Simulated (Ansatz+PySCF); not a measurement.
The numbers below are computed, except where a source is named.
## Several solutions for singlet H₄

```yaml
atoms:
  - { symbol: H, position_ang: [0.6000, 0.6500, 0.0000] }
  - { symbol: H, position_ang: [-0.6000, 0.6500, 0.0000] }
  - { symbol: H, position_ang: [-0.6000, -0.6500, 0.0000] }
  - { symbol: H, position_ang: [0.6000, -0.6500, 0.0000] }
```

Basis set: cc-pVDZ (spherical functions). Charge 0, multiplicity 1.

CASSCF(2,2) was run from several starts with Ansatz (development build ahead of 0.2.0) and PySCF 2.14.0. The starts are those of the Hartree–Fock orbitals from which the active space was taken at the frontier.

```
run  program                        start  converged  energy (hartree)  <S²>
  A   Ansatz      stability test followed        yes          -2.03453  0.00
  B    PySCF             program defaults        yes          -2.01407  0.00
  C   Ansatz  search for the lowest state        yes          -2.03453  0.00
  D   Ansatz      atomic start, no search        yes          -2.01407  0.00
```

Task: Which runs reached the lowest solution of this kind, and what is wrong with the others?

Result: A, C reached the lowest solution found. Converged but too high: B by 0.56 eV, D by 0.56 eV. Convergence only shows a stationary point; in CASSCF the end hangs on which orbitals enter the active space. Caution: other starts end on other solutions of this active space.
